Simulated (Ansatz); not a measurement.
C3H5ClSi can be A, `C#C[SiH](C)Cl`, or B, `ClC1=CC[SiH2]1`.

Gas-phase electronic energies from Ansatz, PBE0-D4/def2-TZVP geometries. CCSD(T)/CBS is the MP2 limit (def2-TZVPP, def2-QZVPP) plus CCSD(T) − MP2 in def2-TZVPP, frozen cores. Functionals use def2-TZVPP. B3LYP here is the variant with VWN-RPA as its local correlation; programs differ in this.

Problem. Which is lower in electronic energy at CCSD(T)/CBS, and by how much? (Best estimate.)

Solution. The calculation gave: A, by 35.5 kcal/mol.

Problem. Give E(B) − E(A) in kcal/mol with HF/def2-TZVPP, B3LYP-D4, B2PLYP, PBE-D4, LDA (SPW92), CCSD(T)/def2-TZVPP, BLYP-D4. (Estimate.)

Solution. Ansatz gave: HF/def2-TZVPP 41.1, B3LYP-D4 34.4, B2PLYP 36.3, PBE-D4 26.9, LDA (SPW92) 20.5, CCSD(T)/def2-TZVPP 34.8, BLYP-D4 34.5. None reverses the order clearly.

Problem. Does the order hold for the free energy at 298.15 K (harmonic terms from PBE0-D4)? (An estimate is asked.)

Solution. Computed: Yes: G(B) − G(A) = +36.9 kcal/mol.

Largest T1 diagnostic: 0.012.

Leaving LDA and LC-ωPBE aside and taking each functional with its dispersion term where it has one, the values spread over 9.4 kcal/mol, from PBE-D4 to B2PLYP. LDA lies −6.8 kcal/mol from PBE without D4. In def2-TZVPP, CCSD(T) changes the Hartree–Fock value by −6.3 kcal/mol (the triples alone add −0.9 kcal/mol) and MP2 by −4.7 kcal/mol.
